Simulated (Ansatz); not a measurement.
Geometry optimisation, RKS PBE-D4/STO-3G in Ansatz 0.2.0.

Input file:

```yaml
crystal:
  periodic: [false, false, false]
  atoms:
    - { symbol: C, position_ang: [-1.3837, -1.7137, 0.917] }
    - { symbol: Si, position_ang: [-1.2246, 0.0074, 1.6471] }
    - { symbol: C, position_ang: [-0.7432, 1.3055, 0.3771] }
    - { symbol: C, position_ang: [0.7351, 1.1116, -0.2552] }
    - { symbol: O, position_ang: [0.5771, 0.0367, -1.2203] }
    - { symbol: Si, position_ang: [1.9361, -0.3364, -2.0768] }
    - { symbol: H, position_ang: [-2.1309, -1.6481, 0.0902] }
    - { symbol: H, position_ang: [-0.4487, -2.0332, 0.5002] }
    - { symbol: H, position_ang: [-1.7858, -2.3682, 1.6932] }
    - { symbol: H, position_ang: [-0.2003, -0.0378, 2.7524] }
    - { symbol: H, position_ang: [-2.5099, 0.4364, 2.2934] }
    - { symbol: H, position_ang: [-1.4606, 1.3542, -0.3719] }
    - { symbol: H, position_ang: [-0.7609, 2.2988, 0.8888] }
    - { symbol: H, position_ang: [1.3975, 0.8918, 0.5251] }
    - { symbol: H, position_ang: [0.939, 2.0142, -0.7634] }
    - { symbol: H, position_ang: [1.6329, -1.4335, -2.9824] }
    - { symbol: H, position_ang: [3.0207, -0.7285, -1.1359] }
    - { symbol: H, position_ang: [2.3725, 0.854, -2.8266] }
basis:
  gaussian: { orbitals: STO-3G }
hamiltonian:
  xc: pbe
  dispersion: d4
relax:
  f_tol: 0.02
  max_steps: 40
scf:
  lower_state_search: "off"
output:
  orbitals: {}
```

Launched with:

```bash
$ ansatz run input.yaml --threads 1 --pin off --max-ram 2048MiB --backend cpu --events-out ev --progress --plain --runs-dir out
```

Problem. Where does it end, and by what steps?

Solution. It converged. Limits of this set-up: minimal basis. After 10 steps the energy has fallen by 0.765 eV; H8 moved furthest, 0.74 Å.

| step | energy less start (eV) | largest force component (eV/Å) | accepted |
| --- | --- | --- | --- |
| 0 | 0.0000 | 4.754 | yes |
| 1 | -0.6469 | 1.421 | yes |
| 2 | -0.7227 | 0.377 | yes |
| 3 | -0.7386 | 0.220 | yes |
| 4 | -0.7464 | 0.077 | yes |
| 5 | -0.7513 | 0.237 | yes |
| 6 | -0.7580 | 0.100 | yes |
| 7 | -0.7630 | 0.072 | yes |
| 8 | -0.7644 | 0.089 | yes |
| 9 | -0.7651 | 0.026 | yes |
| 10 | -0.7652 | 0.012 | yes |

```xyz
18
Properties=species:S:1:pos:R:3
C -1.478 -1.613 0.722
Si -1.159 -0.023 1.670
C -0.748 1.374 0.464
C 0.594 1.133 -0.306
O 0.500 -0.155 -1.023
Si 1.992 -0.435 -1.867
H -2.477 -1.613 0.256
H -0.726 -1.677 -0.085
H -1.399 -2.505 1.363
H -0.029 -0.201 2.573
H -2.318 0.354 2.468
H -1.562 1.493 -0.275
H -0.660 2.336 1.005
H 1.444 1.144 0.431
H 0.775 1.990 -1.011
H 1.819 -1.711 -2.543
H 3.129 -0.500 -0.948
H 2.268 0.621 -2.841
```

Time of the run: 40 s on 1 thread of Arm Neoverse V1, on a shared host, peak memory 0.12 GiB.
